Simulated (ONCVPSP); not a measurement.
# Before and after: ONCV potential for Pb (Z = 82)

ONCVPSP 4.0.1 input, shortened (lines: element, Z, core and valence counts, functional; n l f; lmax; l rc ep ncon nbas qcut; lloc lpopt rc5 dvloc0; l nproj debl; icmod fcfact rcfact), PBE, scalar-relativistic:

```
  Pb 82.00   10    5        4      upf
    1    0    2.00
    2    0    2.00
    2    1    6.00
    3    0    2.00
    3    1    6.00
    3    2   10.00
    4    0    2.00
    4    1    6.00
    4    2   10.00
    4    3   14.00
    5    0    2.00
    5    1    6.00
    5    2   10.00
    6    0    2.00
    6    1    1.50
    3
    0    1.20    0.00    4    7    9.70
    1    1.85    0.00    4    7    7.90
    2    2.05    0.00    4    9    6.10
    3    1.75    0.20    4    7    6.30
    4    5    1.00    0.00
    0    2    2.50
    1    3    3.10
    2    3    3.30
    3    2    2.30
    3    3.75    1.20
```

All-electron outer shells of the reference configuration (PBE, scalar-relativistic, ld1.x):

```csv
shell,level (eV),outermost node (bohr),outermost maximum (bohr)
4d,-405.74,0.19,0.39
5s,-147.81,0.45,0.79
4f,-136.54,–,0.35
5p,-89.48,0.49,0.88
5d,-24.81,0.52,1.07
6s,-15.47,1.01,1.95
6p,-6.53,1.18,2.57
```

Change: s: qcut 6.2.

Cutoffs: the cutoffs (Ha) at which the residual kinetic energy of the hardest occupied pseudo-wave falls to 1 and 0.1 mHa per electron; they do not see the model core or the augmentation charge, which bear on the density cutoff. Errors are all-electron minus pseudo energies relative to the spin-unpolarised reference configuration.

Question: How do hardness, ghosts and transferability respond?

Answer: The potential gets harder (39 Ha and 45 Ha → 83 Ha and 103 Ha); both files keep a bound ghost (f); the errors of the 4 common tests hardly move; the range in which the s phases agree narrows (upper end 4.8 → 3.4).

```csv
quantity,base,changed
"cutoff, loose",39 Ha,83 Ha
"cutoff, tight",45 Ha,103 Ha
loose cutoff by channel,"s 39 Ha, p 20 Ha, d 17 Ha","s 83 Ha, p 20 Ha, d 17 Ha"
bound ghosts,f,f
GHOST(+) flags under 300 eV,s at 157.6 eV,s at 159.9 eV
"error for 5s2 5p6 5d10 6s2 6p2, meV [ΔE -2.49 eV]",+1.0,+1.0
"error for 5s2 5p6 5d10 6s2 6p1, meV [ΔE 4.08 eV]",-2.0,-1.9
"error for 5s2 5p6 5d10 6s2 6p0, meV [ΔE 17.53 eV]",-9.7,-9.4
"error for 5s2 5p6 5d10 6s1 6p0, meV [ΔE 49.94 eV]",-29,-32
s: phases at 1.22 bohr within 0.05 rad from the reference energy up to (Ha; the scan ends near 5),4.8,3.4
p: phases at 1.88 bohr within 0.05 rad from the reference energy up to (Ha; the scan ends near 5),to the end of the scan,to the end of the scan
d: phases at 2.08 bohr within 0.05 rad from the reference energy up to (Ha; the scan ends near 5),to the end of the scan,to the end of the scan
f: phases at 1.77 bohr within 0.05 rad from the reference energy up to (Ha; the scan ends near 5),n/a,n/a
"rms error of d²Exc/dni dnj with the model core, mHa",1.82,1.16
```

 A true bound ghost makes a file unfit for plane-wave use even where its test errors are small: the radial tests pick states by their node count and pass the ghost by.
